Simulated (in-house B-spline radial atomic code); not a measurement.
Values are calculated unless marked as measured or tabulated.
Cu ion on O atom: potential, deflection and energy transfer

The pair potential comes from two frozen, spherical free-atom densities (PBE, B-spline radial code, scalar-relativistic past argon): electrostatics plus the change in Thomas-Fermi kinetic and Dirac exchange energy where they overlap, the recipe behind the universal ZBL potential, which averages such potentials (from solid-state densities) over many pairs. It is written V = (Z1 Z2 e²/r) φ(r/a), with e² = 14.3996 eV·Å and a = 0.46850 Å/(Z1^0.23 + Z2^0.23); ZBL's fit is φ = 0.18175 e^(−3.1998x) + 0.50986 e^(−0.94229x) + 0.28022 e^(−0.4029x) + 0.02817 e^(−0.20162x). Where φ falls below 4e-4 it is continued as an exponential.

Masses 63.55 and 16.0 u.

| x = r/a | φ, this pair | φ, ZBL |
| --- | --- | --- |
| 0.1 | 0.8943 | 0.8928 |
| 0.25 | 0.7763 | 0.7647 |
| 0.5 | 0.6306 | 0.6096 |
| 1 | 0.4396 | 0.4164 |
| 1.5 | 0.321 | 0.2995 |
| 2 | 0.2407 | 0.2218 |
| 3 | 0.1419 | 0.1292 |
| 4 | 0.08675 | 0.08026 |
| 5 | 0.05618 | 0.05224 |
| 6.5 | 0.0318 | 0.02914 |
| 8 | 0.01843 | 0.01705 |
| 10 | 0.008809 | 0.008778 |
| 12 | 0.004224 | 0.00474 |
| 14.5 | 0.001734 | 0.002328 |
| 17 | 0.0007319 | 0.001212 |

(1) At x = 2 the electrostatic, kinetic and exchange parts are 1854.12, 1503.48 and -110.72 eV. Find r, V and φ.

(2) The ion comes in at 134.1 keV with impact parameter 0.2477 Å. The scattering integral gives a centre-of-mass angle of 10.6° and a closest approach of 2.116 a. What are the reduced energy, the energy passed on and the laboratory angles?

Results:

(1) a = 0.46850/(2.1695 + 1.6133) = 0.12385 Å, so r = 0.24770 Å. V = 1854.12 + 1503.48 + (-110.72) = 3246.88 eV. The bare repulsion is 29 × 8 × 14.3996/0.24770 = 13487 eV, so φ = 0.2407, +8.6 % against ZBL's 0.2218. The kinetic (Pauli) term is 46 % of V here.

(2) ε = E a M2/(Z1 Z2 e² (M1 + M2)) = 134100 × 7.4567e-06 = 1. The most that one collision can pass on is γE with γ = 4 M1 M2/(M1 + M2)² = 0.6427. Here T = γE sin²(θ/2) = 0.6427 × 134100 × 0.008525 = 734.8 eV. The ion turns by arctan(sin θ/(cos θ + M1/M2)) = 2.1°, and the struck atom leaves at (180° − θ)/2 = 84.7°. The closest approach is 0.262 Å. With ZBL the angle would be 9.88° and T = 638.9 eV.
